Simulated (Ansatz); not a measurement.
The same carbene extrusion along the group Mg, Zn, Cd.

Gas-phase electronic energies from Ansatz, PBE0-D4/def2-TZVP geometries. CCSD(T)/CBS is the MP2 limit (def2-TZVPP, def2-QZVPP) plus CCSD(T) − MP2 in def2-TZVPP, frozen cores. This one scheme is used for every species. DFT in def2-TZVPP. Triplets are unrestricted, without spin–orbit coupling. Elements past krypton have def2 core potentials. For Cd, Mg, Zn outer-core shells are correlated without core-valence functions, which leaves a few kJ/mol of doubt a bond. Scalar relativity is left out up to krypton. Each species was taken in one conformer, which may not be the lowest.

```
                                                   reaction  B97M-V (eV)  LDA (SPW92) (eV)  PBE0-D4 (eV)
`C[CH](C)[Mg][NH2]` → `[CH2]` (triplet) + `C[CH2][Mg][NH2]`         4.38              5.17          4.36
`C[CH](C)[Zn][NH2]` → `[CH2]` (triplet) + `C[CH2][Zn][NH2]`         4.42              5.19          4.39
`C[CH](C)[Cd][NH2]` → `[CH2]` (triplet) + `C[CH2][Cd][NH2]`         4.44              5.21          4.40
```

Question: Give the CCSD(T)/CBS values in the same order. (Best estimate.)

Answer: Computed: 4.40, 4.42, 4.44 eV.

Largest T1 diagnostic: 0.014, for `C[CH2][Zn][NH2]`.
